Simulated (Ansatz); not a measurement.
System: C4H11Ge (charge 0, doublet). It need not be the lowest isomer of its formula. 
Coordinates optimised at B3LYP-D3(BJ)/def2-TZVP (Ansatz, an electronic-structure program):
```
Ge
C 1 1.9370
H 2 1.0844 1 122.51
H 2 1.0845 3 115.02 1 178.31
C 1 1.9687 2 109.15 3 -26.23
H 5 1.0902 1 110.59 2 -61.39
H 5 1.0906 6 108.49 1 -121.23
H 5 1.0907 6 108.54 7 -117.58
C 1 1.9696 2 109.25 3 -147.15
H 9 1.0901 1 110.60 2 61.72
H 9 1.0906 10 108.49 1 121.21
H 9 1.0907 10 108.59 11 117.62
C 1 1.9751 2 110.01 3 93.44
H 13 1.0900 1 110.49 2 -60.22
H 13 1.0901 14 108.54 1 -121.27
H 13 1.0910 14 108.69 15 -118.01
```
Charge 0, spin multiplicity 2.

Total electronic energies in hartree. Valence correlation only, unless marked. Open shells are spin-unrestricted. No spin-orbit coupling. The frozen core is the preceding noble-gas configuration, with the filled d and f shells of earlier blocks. No relativistic terms. CBS marks a two-point X^-3 extrapolation of the correlation energy; Hartree-Fock from the larger set. [CCSD(T)-MP2]/basis is that difference in the basis named.

```
level                                                     program  energy (Eh)
-------------------------------------------------  --------------  -----------
r2SCAN/def2-TZVPD                                          Ansatz            …
CAM-B3LYP-D3(BJ)/def2-TZVPD                        Ansatz + dftd3            …
LC-wPBE-D3(BJ)/def2-TZVPD                          Ansatz + dftd3            …
B2GP-PLYP/def2-TZVPD                                       Ansatz  -2235.30735
RPA@PBE/cc-pVTZ                                            Ansatz  -2234.66540
MP2/cc-pVDZ                                                Ansatz  -2233.84437
RI-MP2/cc-pVQZ                                             Ansatz  -2234.18411
SCS-MP2/STO-3G                                             Ansatz  -2208.05637
RI-MP2/CBS(cc-pVTZ,cc-pVQZ)+[CCSD(T)-MP2]/cc-pVTZ          Ansatz   -2234.3205
```

**Question.** Some entries are withheld; supply them.

**Answer.** 
- r2SCAN/def2-TZVPD, energy (Eh): -2235.96129
- CAM-B3LYP-D3(BJ)/def2-TZVPD, energy (Eh): -2236.10094
- LC-wPBE-D3(BJ)/def2-TZVPD, energy (Eh): -2235.71705
